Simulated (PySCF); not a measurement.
C3H10InN, SMILES [N](C)([InH][CH3])C at its GFN2-xTB optimised geometry (Å):

```
15

In     0.1587    -1.2847     0.0000
H     -0.9503    -2.5647    -0.4222
C      2.3889    -1.2847     0.0000
H      2.7437    -0.7309     0.8684
H      2.7315    -0.7898    -0.9076
H      2.7755    -2.3009     0.0284
N     -0.8737     0.4969     0.0000
C     -0.2463     1.7100     0.4582
C     -2.3031     0.4952     0.1904
H     -0.5763     2.5647    -0.1472
H     -0.4800     1.9374     1.5111
H      0.8387     1.6145     0.3521
H     -2.5905     0.7247     1.2289
H     -2.7755     1.2415    -0.4621
H     -2.6923    -0.4926    -0.0760
```

Level of theory: B3LYP/def2-TZVP, def2 effective core potentials past Kr (PySCF). The core electrons that the potentials of In replace are not part of the density. Cells within 0.4 Å of a nucleus heavier than hydrogen are left out (blank, or x).

Map of the deformation density (molecule minus spherical neutral atoms) (e/bohr³) on the plane z = 0.6 Å:

```
|111111111111111111111111111|
|111111111111111111111111111|
|111111111111111111111111111|
|111111111111111111111111111|
|111111111111111111111111111|
|111111111111111111111111111|
|111111111111100111111111111|
|111111111012200111111111111|
|111111110001xx4410111111111|
|111111100000xx7610111111111|
|111111210003202211111111111|
|111101461112200011111111111|
|111100351223210111111111111|
|111111210123311111111111111|
|111111210012211111122111111|
|111111110111101112259311111|
|111111111111111122247211111|
|111111111111111122112111111|
|111111111111111111112111111|
|111111111111111111111111111|
|111111111111111111110011111|
|111111111111111111111111111|
|111111111111111111111111111|
|111111111111111111111111111|
|111111111111111111111111111|
|111111111111111111111111111|
|111111111111111111111111111|
```
Scale: ten equal steps from -0.017 (start of '0') to 0.096 (end of '9'), in the order '0123456789'; x runs from -5.00 to 5.00, y from -5.00 (bottom) to 5.00 (top).
